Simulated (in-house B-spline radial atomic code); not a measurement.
Al⁺. Computed with a B-spline radial atomic code. Model: non-relativistic spherical atom: semilocal Troullier-Martins pseudo-atom, one channel per l, against all electrons, high spin, G0W0 and RPA with empty states to l = 8, local potential for every l without a channel, a model core (radius 0 = none) keeps its share of the functional.

What the tables leave out is listed at the end.

The pseudopotential gives back the lowest level of each angular momentum of its own functional in the configuration it was made in; a second state of the same l is only approximately right. Exact exchange, RPA and GW see the smooth pseudo-orbitals and miss the exchange with the core, for which the functional's share stands in. The column with an uncorrelated core keeps all orbitals and exact exchange, and so separates missing core correlation from pseudisation. Only the three outermost levels and the lowest empty one were computed. RPA here is direct RPA, with no exchange kernel, and its energies carry an (l + 1/2)⁻⁴ tail. A hybrid on a potential with a model core restores only its own semilocal share of the core's exchange.

Command:
```bash
python run_psgw.py task.json out
```
Settings (lengths in bohr, energies in hartree):
```
Z                      13
electrons              12
configuration          [Ne] 3s2
generated_in           [Ne] 3s2 3p1
functional             pbe,pbe
core_shells            3
radius_factor          1
core_correction        True
ion_configuration      [Ne] 3s1
```

Cost of the run: 16 s on 1 thread of Arm Neoverse V2, with other jobs on the host.

Given: made with PBE; model core radius 1.347 bohr; local radius 2.179 bohr; mean-field start PBE.

Valence shells of the generating configuration: 3s, 3p.

Channel: s 2.094, p 2.659 (radii in bohr).

Computed: largest level miss in the spin-unpolarised generating configuration 0 eV; valence RPA correlation energy all-electron orbitals -0.082043 hartree; valence RPA correlation energy pseudo -0.084952 hartree; all-electron RPA polarisability, core included 18.334 bohr³; ionisation by mean-field all-electron 18.76 eV; ionisation by mean-field pseudo minus all -0.012 eV; ionisation by RPA pseudo minus all 0.194 eV.

```
     level  occupied  mean-field all-electron (eV)  mean-field pseudo minus all (eV)  G0W0 all-electron (eV)  G0W0 uncorrelated core minus all (eV)  G0W0 pseudo minus all (eV)  exchange self-energy all-electron (eV)  exchange self-energy pseudo (eV)
        3s         1                       -14.785                             0.007                 -18.974                                  0.201                       0.114                                 -12.234                           -10.277
3p (empty)         0                       -9.0649                             0.004                 -6.3124                                  0.088                      -0.008                                 -3.2088                           -2.0556
```

**Question.** What is the pseudo-atom RPA polarisability?

**Answer.** 18.337 bohr³.

**Question.** What is the ionisation by RPA all-electron?

**Answer.** 19.247 eV.

Given: mean-field start PBE0.

Computed: valence RPA correlation energy all-electron orbitals -0.070593 hartree; valence RPA correlation energy pseudo -0.073197 hartree; all-electron RPA polarisability, core included 16.237 bohr³; ionisation by mean-field all-electron 18.654 eV; ionisation by mean-field pseudo minus all -0.131 eV; ionisation by RPA pseudo minus all -0.046 eV.

```json
{"level": "3s", "occupied": "1", "mean-field all-electron (eV)": "-15.739", "mean-field pseudo minus all (eV)": "0.108", "G0W0 all-electron (eV)": "-18.979", "G0W0 uncorrelated core minus all (eV)": "0.2", "G0W0 pseudo minus all (eV)": "0.22", "exchange self-energy all-electron (eV)": "-12.111", "exchange self-energy pseudo (eV)": "-10.174"}
{"level": "3p (empty)", "occupied": "0", "mean-field all-electron (eV)": "-8.2233", "mean-field pseudo minus all (eV)": "-0.013", "G0W0 all-electron (eV)": "-6.2337", "G0W0 uncorrelated core minus all (eV)": "0.082", "G0W0 pseudo minus all (eV)": "-0.02", "exchange self-energy all-electron (eV)": "-2.999", "exchange self-energy pseudo (eV)": "-1.9866"}
```

**Question.** What is the ionisation by RPA all-electron?

**Answer.** 19.048 eV.

**Question.** What is the pseudo-atom RPA polarisability?

**Answer.** 16.634 bohr³.

Among the listed levels the largest G0W0 shift of the pseudo-atom is +0.22 eV, for 3s on the PBE0 start, while leaving the core uncorrelated moves that level by +0.20 eV. The rest, +0.02 eV, comes from pseudisation and the lost core exchange. Not in the tables (levels of low weight, unsolved or above zero; the highest and the empty levels are kept at any weight): no Hartree-Fock pseudo-atom is run with a model core.
